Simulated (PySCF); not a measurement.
PySCF job for C3H5ClGe, SMILES C(=CCl)=[CH][GeH3], TDDFT-PBE/def2-SVPD. Coordinates come from a r2SCAN-D4/def2-SVP optimisation. The structure was generated by enumeration; whether it is a known compound was not checked.

```python
import numpy as np
from pyscf import gto, scf, dft, tdscf

mol = gto.M(
    atom='''
    Cl    3.09180893    0.10027287   -0.74190488
    C     1.89782982   -0.91815612    0.02622594
    C     0.80971471   -0.43938768    0.58241094
    C    -0.30397400    0.02298369    1.09251966
    Ge   -1.92966883    0.22315300    0.02959664
    H     2.14541992   -1.98371657    0.00665472
    H    -0.33244795    0.31593335    2.15303223
    H    -3.05106401   -0.61552278    0.66229922
    H    -2.35534098    1.69908302    0.03216600
    H    -1.63933921   -0.25395122   -1.39580119
    ''',
    basis='def2-SVPD',
    charge=0,
    spin=0,
    max_memory=1600,
    verbose=4,
)
mf = dft.RKS(mol, xc='pbe').density_fit(auxbasis='def2-universal-jkfit')
mf.grids.level = 3
mf.conv_tol = 1e-9
mf.max_cycle = 100
mf.kernel()
mf.grids = dft.Grids(mol).set(level=1).build(with_non0tab=True)  # coarser grid for the response kernel
td = tdscf.TDDFT(mf)
td.singlet = True
td.nstates = 10
td.conv_tol = 1e-4
td.positive_eig_threshold = 1e-6
td.kernel(x0=td.get_init_guess(mf, 15))
td.analyze()
tt = tdscf.TDA(mf)
tt.singlet = False
tt.nstates = 4
tt.conv_tol = 1e-4
tt.positive_eig_threshold = 1e-6
tt.kernel(x0=tt.get_init_guess(mf, 9))
tt.analyze(verbose=3)
```

Output:

```
PySCF version 2.14.0

[INPUT] verbose = 4
[INPUT] num. atoms = 10
[INPUT] num. electrons = 72
[INPUT] charge = 0
[INPUT] spin (= nelec alpha-beta = 2S) = 0
[INPUT] symmetry False subgroup None
[INPUT] Mole.unit = angstrom
[INPUT] Symbol           X                Y                Z      unit          X                Y                Z       unit  Magmom
[INPUT]  1 Cl     3.091808930000   0.100272870000  -0.741904880000 AA    5.842672107185   0.189488262024  -1.401997033678 Bohr   0.0
[INPUT]  2 C      1.897829820000  -0.918156120000   0.026225940000 AA    3.586378590833  -1.735063606393   0.049559843959 Bohr   0.0
[INPUT]  3 C      0.809714710000  -0.439387680000   0.582410940000 AA    1.530139040932  -0.830322377708   1.100597168550 Bohr   0.0
[INPUT]  4 C     -0.303974000000   0.022983690000   1.092519660000 AA   -0.574427608989   0.043432879432   2.064562943103 Bohr   0.0
[INPUT]  5 Ge    -1.929668830000   0.223153000000   0.029596640000 AA   -3.646545599810   0.421698053875   0.055929543807 Bohr   0.0
[INPUT]  6 H      2.145419920000  -1.983716570000   0.006654720000 AA    4.054256070986  -3.748681026062   0.012575598236 Bohr   0.0
[INPUT]  7 H     -0.332447950000   0.315933350000   2.153032230000 AA   -0.628235576173   0.597027505116   4.068641252062 Bohr   0.0
[INPUT]  8 H     -3.051064010000  -0.615522780000   0.662299220000 AA   -5.765675367417  -1.163169477631   1.251564138313 Bohr   0.0
[INPUT]  9 H     -2.355340980000   1.699083020000   0.032166000000 AA   -4.450949382165   3.210801570699   0.060784930523 Bohr   0.0
[INPUT] 10 H     -1.639339210000  -0.253951220000  -1.395801190000 AA   -3.097902132161  -0.479898254799  -2.637681973442 Bohr   0.0

nuclear repulsion = 344.815684847899
number of shells = 69
number of NR pGTOs = 265
number of NR cGTOs = 165
basis = def2-SVPD
ecp = {}


[settings echo left out]
init E= -2653.03191805358
  HOMO = -0.272493306804528  LUMO = -0.123879264694086  gap/eV = 4.04399
cycle= 1 E= -2653.26303932823  delta_E= -0.231  |g|= 0.597  |ddm|= 7.64
  HOMO = -0.184576805861198  LUMO = -0.0316904605678867  gap/eV = 4.16025
cycle= 2 E= -2653.19844794344  delta_E= 0.0646  |g|= 0.827  |ddm|= 1.65
  HOMO = -0.221589716273641  LUMO = -0.0832917305224306  gap/eV = 3.76328
cycle= 3 E= -2653.30592632965  delta_E= -0.107  |g|= 0.177  |ddm|= 1.42
  HOMO = -0.223915601532966  LUMO = -0.0763861191082218  gap/eV = 4.01448
cycle= 4 E= -2653.31508031576  delta_E= -0.00915  |g|= 0.0491  |ddm|= 0.42
  HOMO = -0.222144265807845  LUMO = -0.0761656187628925  gap/eV = 3.97228
cycle= 5 E= -2653.31563422698  delta_E= -0.000554  |g|= 0.0224  |ddm|= 0.16
  HOMO = -0.223473580439265  LUMO = -0.0771698491380808  gap/eV = 3.98113
cycle= 6 E= -2653.31576885778  delta_E= -0.000135  |g|= 0.00748  |ddm|= 0.0504
  HOMO = -0.223156575876182  LUMO = -0.0769391065509866  gap/eV = 3.97878
cycle= 7 E= -2653.31578156689  delta_E= -1.27e-05  |g|= 0.00315  |ddm|= 0.0167
  HOMO = -0.223176247953635  LUMO = -0.0768689665694167  gap/eV = 3.98122
cycle= 8 E= -2653.31578425965  delta_E= -2.69e-06  |g|= 0.000511  |ddm|= 0.00604
  HOMO = -0.223180376567396  LUMO = -0.0768842664835461  gap/eV = 3.98092
cycle= 9 E= -2653.31578433852  delta_E= -7.89e-08  |g|= 7.19e-05  |ddm|= 0.00111
  HOMO = -0.223175511647164  LUMO = -0.0768830585532005  gap/eV = 3.98082
cycle= 10 E= -2653.3157843404  delta_E= -1.88e-09  |g|= 1.74e-05  |ddm|= 0.000217
  HOMO = -0.223177258507651  LUMO = -0.0768844749855031  gap/eV = 3.98083
cycle= 11 E= -2653.31578434051  delta_E= -1.04e-10  |g|= 6.17e-06  |ddm|= 5.29e-05
  HOMO = -0.223176597438044  LUMO = -0.0768838271198415  gap/eV = 3.98083
Extra cycle  E= -2653.3157843405  delta_E= 7.28e-12  |g|= 7.75e-06  |ddm|= 3.18e-05
converged SCF energy = -2653.3157843405
tot grids = 41632
Overwritten attributes  positive_eig_threshold  of <class 'pyscf.tdscf.rks.CasidaTDDFT'>


******** <class 'pyscf.tdscf.rks.CasidaTDDFT'> for <class 'pyscf.df.df_jk.DFRKS'> ********
nstates = 10 singlet
deg_eia_thresh = 1.000e-03
wfnsym = None
conv_tol = 0.0001
eigh lindep = 1e-12
eigh level_shift = 0
eigh max_cycle = 100


Excitation energies (eV)
[4.13676536 5.50032481 5.61900106 5.69489216 5.95564621 6.15461835
 6.35669672 6.39205313 6.40314219 6.47868269]

** Singlet excitation energies and oscillator strengths **
Excited State   1:      4.13677 eV    299.71 nm  f=0.0004
      36 -> 37       -0.70605
Excited State   2:      5.50032 eV    225.41 nm  f=0.0541
      34 -> 37        0.11054
      35 -> 37       -0.29486
      36 -> 38       -0.51971
      36 -> 39       -0.29681
      36 -> 40        0.15698
Excited State   3:      5.61900 eV    220.65 nm  f=0.0114
      34 -> 37       -0.67686
      36 -> 39       -0.17191
Excited State   4:      5.69489 eV    217.71 nm  f=0.0096
      34 -> 37        0.14206
      35 -> 37        0.17122
      36 -> 38        0.22843
      36 -> 39       -0.61354
Excited State   5:      5.95565 eV    208.18 nm  f=0.0033
      35 -> 38        0.70290
Excited State   6:      6.15462 eV    201.45 nm  f=0.4614
      31 -> 37        0.21222
      35 -> 37       -0.48155
      36 -> 38        0.18453
      36 -> 40       -0.38516
Excited State   7:      6.35670 eV    195.05 nm  f=0.0016
      34 -> 38       -0.65601
      36 -> 40        0.14082
      36 -> 41        0.19806
Excited State   8:      6.39205 eV    193.97 nm  f=0.0865
      33 -> 37        0.12374
      34 -> 38       -0.24501
      35 -> 37        0.12436
      36 -> 38       -0.12230
      36 -> 40       -0.33890
      36 -> 41       -0.45763
      36 -> 42        0.21687
Excited State   9:      6.40314 eV    193.63 nm  f=0.0029
      33 -> 37       -0.69218
Excited State  10:      6.47868 eV    191.37 nm  f=0.0474
      31 -> 37        0.15257
      36 -> 38        0.12839
      36 -> 40        0.19427
      36 -> 41       -0.42630
      36 -> 42       -0.45064
      36 -> 43        0.11000

** Transition electric dipole moments (AU) **
state          X           Y           Z        Dip. S.      Osc.
  1         0.0192      0.0567      0.0146      0.0038      0.0004
  2        -0.6211      0.0616      0.1092      0.4015      0.0541
  3        -0.2686      0.0426      0.0924      0.0825      0.0114
  4         0.2608     -0.0086      0.0242      0.0687      0.0096
  5        -0.0231      0.1426     -0.0442      0.0228      0.0033
  6         1.7234     -0.2355     -0.1857      3.0600      0.4614
  7         0.0952     -0.0310     -0.0024      0.0100      0.0016
  8        -0.7328      0.1098      0.0586      0.5524      0.0865
  9        -0.1219     -0.0536      0.0289      0.0186      0.0029
 10         0.4402     -0.0916     -0.3103      0.2985      0.0474

** Transition velocity dipole moments (imaginary part, AU) **
state          X           Y           Z        Dip. S.      Osc.
  1         0.0034      0.0089      0.0031      0.0001      0.0004
  2        -0.1229      0.0106      0.0183      0.0156      0.0513
  3        -0.0546      0.0087      0.0177      0.0034      0.0109
  4         0.0530     -0.0031      0.0021      0.0028      0.0090
  5        -0.0055      0.0300     -0.0096      0.0010      0.0031
  6         0.3862     -0.0502     -0.0435      0.1535      0.4526
  7         0.0244     -0.0075      0.0035      0.0007      0.0019
  8        -0.1755      0.0263      0.0085      0.0316      0.0896
  9        -0.0291     -0.0128      0.0060      0.0010      0.0030
 10         0.1045     -0.0224     -0.0771      0.0174      0.0486

** Transition magnetic dipole moments (imaginary part, AU) **
state          X           Y           Z
  1        -0.5156      0.2345      0.3280
  2         0.0439      0.2514      0.2269
  3        -0.0105      0.0857      0.0863
  4        -0.2960     -0.3384      0.1257
  5        -0.3846      0.2484      0.2294
  6        -0.4812     -1.0656     -0.3499
  7         0.4743      0.0587     -0.3115
  8         0.2662      0.4848      0.1097
  9        -0.0922      0.1084      0.0794
 10        -0.0985     -0.2393     -0.2119
Overwritten attributes  positive_eig_threshold  of <class 'pyscf.tdscf.rks.TDA'>


******** <class 'pyscf.tdscf.rks.TDA'> for <class 'pyscf.df.df_jk.DFRKS'> ********
nstates = 4 triplet
deg_eia_thresh = 1.000e-03
wfnsym = None
conv_tol = 0.0001
eigh lindep = 1e-12
eigh level_shift = 0
eigh max_cycle = 100


Excitation energies (eV)
[3.73437154 4.11285868 4.28656519 5.3212313 ]

** Triplet excitation energies and oscillator strengths **
Excited State   1:      3.73437 eV    332.01 nm  f=0.0000
Excited State   2:      4.11286 eV    301.46 nm  f=0.0000
Excited State   3:      4.28657 eV    289.24 nm  f=0.0000
Excited State   4:      5.32123 eV    233.00 nm  f=0.0000
```

The run converged.

Cost: around 70 core-seconds (rough).
